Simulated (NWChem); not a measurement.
System: CH$_{7}$BSi; SMILES CB[SiH3]

NWChem input:

```
start job
memory heap 200 mb stack 900 mb global 1100 mb
geometry units angstroms noautosym nocenter noautoz
  B     -0.603869    -0.649507     0.020677
  H     -1.818514    -0.783961    -0.016862
  C      0.287959    -1.926218     0.045230
  H     -0.163222    -2.804109     0.550630
  H      1.342762    -1.792901     0.354554
  H      0.317138    -2.204230    -1.041758
  Si     0.104218     1.248613    -0.021352
  H     -0.239430     1.897783     1.302123
  H     -0.557636     2.082236    -1.092241
  H      1.599008     1.359469    -0.199111
end
basis spherical
  B library def2-svpd
  H library def2-svpd
  C library def2-svpd
  Si library def2-svpd
end
dft
  xc pbe0
  iterations 150
end
property
  response 1 0.0428
end
task dft property
```

NWChem printed, in part:

```
             Northwest Computational Chemistry Package (NWChem) 7.3.0
             --------------------------------------------------------

                             Geometry "geometry" -> ""
                             -------------------------

 Output coordinates in angstroms (scale by  1.889725989 to convert to a.u.)

  No.       Tag          Charge          X              Y              Z
 ---- ---------------- ---------- -------------- -------------- --------------
    1 B                    5.0000    -0.60386900    -0.64950700     0.02067700
    2 H                    1.0000    -1.81851400    -0.78396100    -0.01686200
    3 C                    6.0000     0.28795900    -1.92621800     0.04523000
    4 H                    1.0000    -0.16322200    -2.80410900     0.55063000
    5 H                    1.0000     1.34276200    -1.79290100     0.35455400
    6 H                    1.0000     0.31713800    -2.20423000    -1.04175800
    7 Si                  14.0000     0.10421800     1.24861300    -0.02135200
    8 H                    1.0000    -0.23943000     1.89778300     1.30212300
    9 H                    1.0000    -0.55763600     2.08223600    -1.09224100
   10 H                    1.0000     1.59900800     1.35946900    -0.19911100

 Effective nuclear repulsion energy (a.u.)      90.3137958202

                              NWChem Property Module
                              ----------------------

                                 NWChem DFT Module
                                 -----------------

 Summary of "ao basis" -> "ao basis" (spherical)
 ------------------------------------------------------------------------------
       Tag                 Description            Shells   Functions and Types
 ---------------- ------------------------------  ------  ---------------------
 B                         def2-svpd                 8       20   4s2p2d
 H                         def2-svpd                 4        8   2s2p
 C                         def2-svpd                 8       20   4s2p2d
 Si                        def2-svpd                10       24   5s3p2d

            General Information
            -------------------
          SCF calculation type: DFT
          Wavefunction type:  closed shell.
          No. of atoms     :    10
          No. of electrons :    32
           Alpha electrons :    16
            Beta electrons :    16
          Charge           :     0
          Spin multiplicity:     1
          Use of symmetry is: off; symmetry adaption is: off
          Maximum number of iterations: 150
          AO basis - number of functions:   120
                     number of shells:    54
          Convergence on energy requested:  1.00D-06
          Convergence on density requested:  1.00D-05
          Convergence on gradient requested:  5.00D-04

              XC Information
              --------------
                         PBE0 Method XC Functional
                     Hartree-Fock (Exact) Exchange  0.250
          PerdewBurkeErnzerhof Exchange Functional  0.750
            Perdew 1991 LDA Correlation Functional  1.000 local
           PerdewBurkeErnz. Correlation Functional  1.000 non-local

             Grid Information
             ----------------
          Grid used for XC integration:  medium
          Radial quadrature: Mura-Knowles
          Angular quadrature: Lebedev.
          Tag              B.-S. Rad. Rad. Pts. Rad. Cut. Ang. Pts.
          ---              ---------- --------- --------- ---------
          B                   0.85       49          11.0       434
          H                   0.35       45          13.0       434
          C                   0.70       49          12.0       434
          Si                  1.10       88          11.0       590
          Grid pruning is: on
          Number of quadrature shells:   501
          Spatial weights used:  Erf1

      Superposition of Atomic Density Guess
      -------------------------------------

 Sum of atomic energies:        -354.36303138

      Non-variational initial energy
      ------------------------------

 Total energy =    -355.725254
 1-e energy   =    -665.508438
 2-e energy   =     219.469388
 HOMO         =      -0.299652
 LUMO         =      -0.047733

   convergence    iter        energy       DeltaE   RMS-Dens  Diis-err
 ---------------- ----- ----------------- --------- --------- ---------
 d= 0,ls=0.0,diis     1   -356.2470528078 -4.47D+02  6.13D-03  1.84D-01
 d= 0,ls=0.0,diis     2   -356.2695748737 -2.25D-02  2.11D-03  2.93D-02
 d= 0,ls=0.0,diis     3   -356.2724582260 -2.88D-03  7.27D-04  1.08D-02
 d= 0,ls=0.0,diis     4   -356.2739692884 -1.51D-03  1.22D-04  1.16D-04
 d= 0,ls=0.0,diis     5   -356.2739859421 -1.67D-05  4.08D-05  1.30D-05
  Resetting Diis
 d= 0,ls=0.0,diis     6   -356.2739881138 -2.17D-06  1.11D-05  6.91D-07
 d= 0,ls=0.0,diis     7   -356.2739882320 -1.18D-07  2.95D-06  2.62D-08

         Total DFT energy =     -356.273988232007
      One electron energy =     -668.623649940764
           Coulomb energy =      254.723088399863
    Exchange-Corr. energy =      -32.687222511294
 Nuclear repulsion energy =       90.313795820188

 Numeric. integr. density =       32.000000795256

                       DFT Final Molecular Orbital Analysis
                       ------------------------------------

 Vector   14  Occ=2.000000D+00  E=-3.488132D-01
              MO Center= -1.6D-01,  1.6D+00,  2.6D-01, r^2= 2.4D+00
   Bfn.  Coefficient  Atom+Function         Bfn.  Coefficient  Atom+Function
  ----- ------------  ---------------      ----- ------------  ---------------
    97      0.353573   8 H  s                86      0.350980   7 Si pz
    83      0.285479   7 Si pz              105     -0.266119   9 H  s
    80     -0.166004   7 Si pz              113     -0.088193  10 H  s
    98      0.080924   8 H  s               106     -0.057903   9 H  s
    88      0.049965   7 Si d -1             65      0.048333   6 H  s

 Vector   15  Occ=2.000000D+00  E=-3.351945D-01
              MO Center=  1.3D-01,  5.1D-01, -1.8D-01, r^2= 4.3D+00
   Bfn.  Coefficient  Atom+Function         Bfn.  Coefficient  Atom+Function
  ----- ------------  ---------------      ----- ------------  ---------------
   113      0.282988  10 H  s                84      0.242784   7 Si px
   105     -0.222890   9 H  s                 5      0.220442   1 B  px
    81      0.196244   7 Si px               21      0.189335   2 H  s
    34     -0.179805   3 C  py               33      0.142523   3 C  px
     6     -0.137722   1 B  py                8     -0.115776   1 B  px

 Vector   16  Occ=2.000000D+00  E=-2.923592D-01
              MO Center= -2.7D-01,  1.6D-02,  2.7D-02, r^2= 3.2D+00
   Bfn.  Coefficient  Atom+Function         Bfn.  Coefficient  Atom+Function
  ----- ------------  ---------------      ----- ------------  ---------------
     6      0.341049   1 B  py               85      0.312171   7 Si py
    82      0.268692   7 Si py               76     -0.235845   7 Si s
     5      0.197562   1 B  px               21      0.194632   2 H  s
    34      0.159215   3 C  py               79     -0.151363   7 Si py
    49     -0.137034   4 H  s                 3      0.129915   1 B  s

 Vector   17  Occ=0.000000D+00  E=-6.790961D-02
              MO Center= -4.8D-01, -4.0D-01,  1.5D-02, r^2= 3.1D+00
   Bfn.  Coefficient  Atom+Function         Bfn.  Coefficient  Atom+Function
  ----- ------------  ---------------      ----- ------------  ---------------
     7      0.501078   1 B  pz               10     -0.401721   1 B  pz
    66     -0.174374   6 H  s                98      0.166307   8 H  s
    65     -0.157556   6 H  s                86     -0.149428   7 Si pz
    58      0.129717   5 H  s                97      0.129332   8 H  s
    93      0.127217   7 Si d -1            106     -0.123735   9 H  s

 Vector   18  Occ=0.000000D+00  E= 1.445262D-02
              MO Center= -1.9D-01, -6.8D-01, -6.7D-02, r^2= 1.0D+01
   Bfn.  Coefficient  Atom+Function         Bfn.  Coefficient  Atom+Function
  ----- ------------  ---------------      ----- ------------  ---------------
    76      2.799002   7 Si s                 4     -2.256090   1 B  s
     3      1.594155   1 B  s                77     -0.996857   7 Si s
     8     -0.824918   1 B  px               22     -0.823164   2 H  s
    31     -0.770828   3 C  s                 9     -0.476102   1 B  py
    58      0.415646   5 H  s                66      0.403374   6 H  s

 Vector   19  Occ=0.000000D+00  E= 4.004331D-02
              MO Center=  1.0D-01,  1.3D+00,  1.0D-02, r^2= 9.7D+00
   Bfn.  Coefficient  Atom+Function         Bfn.  Coefficient  Atom+Function
  ----- ------------  ---------------      ----- ------------  ---------------
    76      5.368667   7 Si s                77     -4.012951   7 Si s
    32      1.201763   3 C  s                 3     -1.063126   1 B  s
    50     -0.992685   4 H  s                 4      0.799799   1 B  s
    98     -0.629217   8 H  s               106     -0.601077   9 H  s
   114     -0.573406  10 H  s                 9     -0.479367   1 B  py

     Multipole analysis of the density
     ---------------------------------

     L   x y z        total         alpha         beta         nuclear
     -   - - -        -----         -----         ----         -------
     0   0 0 0      0.000000    -16.000000    -16.000000     32.000000

     1   1 0 0      0.068963     -0.577381     -0.577381      1.223724
     1   0 1 0     -0.481340     -0.646986     -0.646986      0.812631
     1   0 0 1     -0.062539      0.031874      0.031874     -0.126287

     2   2 0 0    -23.081689    -30.530341    -30.530341     37.978993
     2   1 1 0     -0.296648      0.226666      0.226666     -0.749981
     2   1 0 1     -0.053093     -0.115781     -0.115781      0.178470
     2   0 2 0    -22.492120   -140.757604   -140.757604    259.023087
     2   0 1 1      0.250696      1.745160      1.745160     -3.239623
     2   0 0 2    -21.437230    -18.688161    -18.688161     15.939091

 *** CALLING NEW AORESP DRIVER FOR CLOSED AND OPEN SHELLS ***
 Entering AOResponse driver routine

--------------------------------------------------------------------------------

          -----------------------------------------------
          Solving response equations for perturbing field
          -----------------------------------------------

 number of frequencies:     1
 frequency in a.u.:  0.4280000E-01
 Perturbing field: electric
 Using El. Dipole Length Gauge

 Setting up CPKS with frequency omega =      0.04280000 a.u.

                            NWChem Dynamic CPHF Module
                            --------------------------

    scftype = RHF
    nclosed =   16
      nopen =    0
  variables =     3328
  num. vecs =        3
  tolerance =   1.0D-04
  max. iter =   50

 SCF residual:    1.8579333449053021E-004

Iterative solution of linear equations
  No. of variables     3328
  No. of equations        3
  Maximum subspace       30
       Convergence  1.0D-04

   iter   nsub   residual    time
   ----  ------  --------  ---------
     1      3    2.44D+00      21.8
     2      6    4.58D-01      30.7
     3      9    1.56D-01      39.7
     4     12    1.92D-02      48.7
     5     15    2.96D-03      57.6
     6     18    4.62D-04      66.5
     7     21    8.85D-05      75.2

 Electric Dipole Response Matrix (nonzero elements):

              1        2        3
    1   57.7206   0.2929  -0.0488
    2    0.2930  72.7610   0.3805
    3   -0.0488   0.3805  51.8638

 ------------------------------------------
 average:        60.78180 + I       0.00000

 DFT Linear Response polarizability / au
 Frequency  =       0.0428000 / au
 Wavelength =    1064.5643224 / nm
              X              Y              Z
 -----------------------------------------------
 X      57.7205862      0.2928999     -0.0488083
 Y       0.2929727     72.7610113      0.3805282
 Z      -0.0487612      0.3804660     51.8637913
 -----------------------------------------------
 Eigenvalues =      57.7154233     72.7736011     51.8563644
 Isotropic   =      60.7817963
 Anisotropic =      18.6896773
 -----------------------------------------------

 Magnetic Dipole Response Matrix (nonzero elements):
```

Level: PBE0/def2-SVPD. Structure relaxed at the PBE-D3(BJ)/def2-SVP level.
